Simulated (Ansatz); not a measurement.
Species: SiPH5, charge 0, singlet. SiPH5 (silylphosphane, SMILES P[SiH3]).
B3LYP-D3(BJ)/def2-TZVP minimum from Ansatz (a first-principles code):
```
Si
H 1 1.4814
H 1 1.4814 2 109.01
H 1 1.4818 2 108.98 3 118.83
P 1 2.2675 2 107.93 4 124.18
H 5 1.4194 1 94.18 2 -74.13
H 5 1.4194 6 93.73 1 94.47
```

Total energies in cc-pV(T+d)Z, 14 correlated electrons, 10 frozen orbitals. Open shells are spin-unrestricted; no spin-orbit coupling. Correlated methods leave the cores frozen. No relativity.

| method | program | energy (Eh) | minus CCSDT(Q) (mEh) |
|---|---|---|---|
| HF | Ansatz | -632.60995 | 353.11 |
| MP2 | Ansatz | -632.90222 | 60.85 |
| CCSD | Ansatz | -632.94871 | 14.36 |
| CCSD(T) | Ansatz | -632.96108 | 1.99 |
| CCSDT(Q) | Ansatz | -632.96307 | 0.00 |

Rough core times of Ansatz's runs on a shared machine: CCSD(T) under 20 s, CCSDT(Q) 40 min.
